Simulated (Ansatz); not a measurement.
A single point on `[SeH]C1BO1`.

```yaml
crystal:
  periodic: [false, false, false]
  atoms:
    - {symbol: Se, position_ang: [-1.602810, 0.728452, -0.772642]}
    - {symbol: C, position_ang: [-0.309461, 0.166987, 0.517897]}
    - {symbol: B, position_ang: [1.017041, -0.474540, 0.200249]}
    - {symbol: O, position_ang: [0.039303, -1.298495, 0.556392]}
    - {symbol: H, position_ang: [-0.668356, 0.808974, -1.903836]}
    - {symbol: H, position_ang: [-0.560231, 0.541238, 1.504880]}
    - {symbol: H, position_ang: [2.145815, -0.540716, -0.148640]}
basis:
  gaussian: {orbitals: def2-TZVPP}
hamiltonian: {xc: pbe}
correlation: {method: rpa}
```

```sh
$ ansatz run in.yaml --threads 2 --pin off --events-out ev --progress --plain --max-ram 4352MiB
```

It prints (some lines left out):

```
Functional definition: PBE
1144 factors; integrals over basis functions are off by at most 1.3e-3 eV
mean field evaluation 1: about -69135.8836 eV, gradient 6.7e1 eV
mean field evaluation 2: about -69135.8760 eV, gradient 6.7e1 eV
mean field evaluation 4: about -69142.8136 eV, gradient 3.3e1 eV
mean field evaluation 8: about -69145.2658 eV, gradient 5.0e-1 eV
mean field evaluation 16: about -69145.2654 eV, gradient 4.2e-4 eV
mean field -69145.26538867 eV, -2541.0416346894 hartree, gradient 5.7e-6 eV, S^2 0.000000; 0 other end points of the search recorded, 0 dependent functions left out
12 core orbitals not correlated: weight in the atoms' cores, before any rotation towards them, 1.000 or more for the frozen orbitals, at most 0.000 for the correlated occupied ones
reference -69089.16237760 eV, -2538.9798870605 hartree; 16, 16 occupied and 155, 155 virtual orbitals, 1144 factors
Total energy: -69121.95565910 eV, -2540.1850179276 hartree
```

Run time 5.5 s (2 threads of an Arm Neoverse V1 on a shared host); peak host memory 0.34 GiB.
